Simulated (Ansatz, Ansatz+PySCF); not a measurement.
```yaml
atoms:
  - { symbol: C, position_ang: [0.0000, 1.4800, 0.0000] }
  - { symbol: C, position_ang: [1.2817, 0.7400, 0.0000] }
  - { symbol: C, position_ang: [1.2817, -0.7400, 0.0000] }
  - { symbol: C, position_ang: [0.0000, -1.4800, 0.0000] }
  - { symbol: C, position_ang: [-1.2817, -0.7400, 0.0000] }
  - { symbol: C, position_ang: [-1.2817, 0.7400, 0.0000] }
  - { symbol: C, position_ang: [2.5634, 1.4800, 0.0000] }
  - { symbol: C, position_ang: [3.8451, 0.7400, 0.0000] }
  - { symbol: C, position_ang: [3.8451, -0.7400, 0.0000] }
  - { symbol: C, position_ang: [2.5634, -1.4800, 0.0000] }
  - { symbol: H, position_ang: [0.0000, 2.5650, 0.0000] }
  - { symbol: H, position_ang: [0.0000, -2.5650, 0.0000] }
  - { symbol: H, position_ang: [-2.2214, -1.2825, 0.0000] }
  - { symbol: H, position_ang: [-2.2214, 1.2825, 0.0000] }
  - { symbol: H, position_ang: [2.5634, 2.5650, 0.0000] }
  - { symbol: H, position_ang: [4.7848, 1.2825, 0.0000] }
  - { symbol: H, position_ang: [4.7848, -1.2825, 0.0000] }
  - { symbol: H, position_ang: [2.5634, -2.5650, 0.0000] }
```

Basis set: def2-SVP (spherical functions). Charge 0, multiplicity 1.

Computed with Ansatz (development build ahead of 0.2.0); each method stands on the lowest determinant of its kind that the runs found. Restricted functionals stand beside restricted open-shell atoms, which can lie above the unrestricted atoms usual in DFT and then raise those values.

Problem. Give the atomization energy at this shape (free ground-state atoms in the same class of orbitals less the molecule, no zero-point energy) of singlet C10H8 by ωB97X (unrestricted), PBE0 (restricted), PBE0 (unrestricted), UHF, RHF.

Solution.

| method | atomization energy |
| --- | --- |
| ωB97X (unrestricted) | 93.27 eV |
| PBE0 (restricted) | 95.51 eV |
| PBE0 (unrestricted) | 95.07 eV |
| UHF | 70.73 eV |
| RHF | 70.64 eV |

Caution: the shape is not the minimum. Caution for UHF: the unrestricted determinant is a mixture of spin states. Caution for RHF: an unrestricted determinant lies well below.
